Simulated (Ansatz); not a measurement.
ZnH2, singlet: energies of several shapes or isomers

Computed with Ansatz's Gaussian-basis code (development build). Basis def2-SVP, nonrelativistic, 9 orbitals frozen in the corrections; active space CAS(14,8). Restricted Hartree–Fock, then the lowest state-specific CASSCF solution met for each case. A CASSCF solution shown is a saddle point in the orbitals. Small basis; these aren't basis-limit values. On stretched bonds single-reference methods can fail or change state. Unlike active orbitals can shift such differences by tenths of an eV, at times by over 1 eV.

Case A. A bond is stretched, to 1.49 times the sum of the covalent radii.

```xyz
3

H     0.0000    0.0000    2.2860
Zn    0.0000    0.0000    0.0000
H     0.0000    0.0000   -1.5240
```

Case B:

| atom | x (Å) | y (Å) | z (Å) |
| --- | --- | --- | --- |
| H | 0.0000 | 0.0000 | 1.5240 |
| Zn | 0.0000 | 0.0000 | 0.0000 |
| H | 0.0000 | 0.0000 | -1.5240 |

Energy less that of case A, in eV:

```
case  RHF/ROHF  CASSCF
   B    -1.475  -1.123
```

Problem. What does SC-NEVPT2 give for these differences?

Solution. B: -0.734 eV (-16.9 kcal/mol).
